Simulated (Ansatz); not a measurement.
A run for Ansatz (a quantum-chemistry and plane-wave program): R-PBE/def2-TZVPPD on CH4O2 (a complex). Files ending in .json are basis or fitting sets from the Basis Set Exchange.

Ansatz 0.2 input:
```yaml
crystal:
  periodic: [false, false, false]
  atoms:
    - {symbol: O, position_ang: [-0.15034444, 0.43763072, -0.11457981]}
    - {symbol: H, position_ang: [0.49207440, 0.16848233, -0.77929745]}
    - {symbol: H, position_ang: [-0.52355021, -0.38205229, 0.22990852]}
    - {symbol: C, position_ang: [-0.00200565, 0.57211036, 2.69855447]}
    - {symbol: O, position_ang: [-0.40590275, -0.54843074, 2.85925761]}
    - {symbol: H, position_ang: [1.07749534, 0.81204380, 2.69975026]}
    - {symbol: H, position_ang: [-0.68409175, 1.42763481, 2.54715467]}
basis:
  gaussian:
    orbitals: def2-TZVPPD.json
hamiltonian:
  xc: {name: PBE}
scf: {lower_state_search: off}
```

### Question
Give the final energy of this run.

### Answer
-190.8083 hartree.
